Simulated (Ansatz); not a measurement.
`CNBO` + HBr → `CNBBr` + H₂O at 400 K and 1 bar (ligand exchange at a B–O bond).

Isolated molecules relaxed with PBE0-D4/def2-TZVP in Ansatz; ΔE leaves out vibrations. CBS: MP2 limit from def2 TZ/QZ plus the TZ coupled-cluster correction, frozen cores. This one scheme is used for every species. For Br outer-core shells are correlated without core-valence functions, which leaves a few kJ/mol of doubt a bond. Scalar relativity is left out up to krypton. Each species was taken in one conformer, which may not be the lowest.

```csv
species,CCSD(T)/CBS energy (Eh),H − E (kJ/mol),S (J/(mol·K))
`CNBO`,-196.42143,244.4,322.1
HBr,-2573.91920,27.6,207.2
`CNBBr`,-2693.95268,207.5,339.5
H₂O,-76.37941,69.8,198.6
```

H − E and S are ideal-gas, rigid-rotor, harmonic terms from PBE0-D4/def2-TZVP, for one conformer and one mirror image of each species. 1 Eh = 2625.50 kJ/mol, R = 8.31446 J/(mol·K).

Question: By hand: ΔE, ΔH, ΔS and ΔG.

Answer: ΔE = (-2693.95268) + (-76.37941) − (-196.42143) − (-2573.91920) = 0.00854 Eh = 22.4 kJ/mol. Δ(H − E) = 207.5 + 69.8 − 244.4 − 27.6 = 5.3, so ΔH = 27.7 kJ/mol. ΔS = 339.5 + 198.6 − 322.1 − 207.2 = 8.8 J/(mol·K). ΔG = 27.7 − 400 × (8.8)/1000 = 24.2 kJ/mol.

Question: By hand: the equilibrium constant, and the temperature at which ΔG would vanish if ΔH and ΔS stayed fixed.

Answer: log₁₀ K = −ΔG/(RT ln 10) = -3.2. ΔG = 0 at ΔH/ΔS = 3148 K, far beyond where these terms or the molecules hold.

The number of gas molecules stays the same, so ΔS is small and ΔH decides. A doubt of 5 kJ/mol in ΔE shifts log₁₀ K by 0.7 here. Other conformers and mirror images would add mixing entropy, several J/(mol·K) or more a flexible species. These are equilibria of isolated gas molecules and say nothing of rates. Largest T1 diagnostic: 0.012 (customary marks: 0.02 for closed shells, 0.045 for open ones).
